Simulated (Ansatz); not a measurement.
Start from `FB(S)S` and change one element to get `[F][In]([SH])[SH]`.

Ansatz, PBE0-D4/def2-TZVP geometries, multiplicity 1. Each molecule was computed in one conformer, which needn't be the lowest.

Elements past krypton have def2 core potentials.

```json
{"property": "HOMO energy (PBE/def2-TZVPP) / eV", "`FB(S)S`": "-6.49"}
{"property": "LUMO energy (ωB97M-V/def2-TZVPP) / eV", "`FB(S)S`": "1.75"}
{"property": "LUMO energy (PBE/def2-TZVPP) / eV", "`FB(S)S`": "-1.28"}
{"property": "HOMO energy (B3LYP/def2-TZVPP) / eV", "`FB(S)S`": "-7.43"}
{"property": "HOMO–LUMO gap (PBE/def2-TZVPP) / eV", "`FB(S)S`": "5.21"}
{"property": "LUMO energy (B3LYP/def2-TZVPP) / eV", "`FB(S)S`": "-0.53"}
```

Task: Give the same properties after the change, and the shifts. (An estimate is asked.)

Result: The calculation gave: 
| property | `[F][In]([SH])[SH]` | shift |
| --- | --- | --- |
| HOMO energy (PBE/def2-TZVPP) / eV | -6.69 | -0.20 |
| LUMO energy (ωB97M-V/def2-TZVPP) / eV | -0.21 | -1.96 |
| LUMO energy (PBE/def2-TZVPP) / eV | -2.96 | -1.68 |
| HOMO energy (B3LYP/def2-TZVPP) / eV | -7.67 | -0.24 |
| HOMO–LUMO gap (PBE/def2-TZVPP) / eV | 3.73 | -1.48 |
| LUMO energy (B3LYP/def2-TZVPP) / eV | -2.41 | -1.88 |

With PBE0 the HOMO falls by 0.24 eV and the LUMO falls by 1.77 eV, so the gap narrows by about 1.53 eV. PBE moves the HOMO by -0.20 eV and ωB97M-V by -0.28 eV.

B3LYP here is the variant with VWN-RPA as its local correlation; programs differ in this.
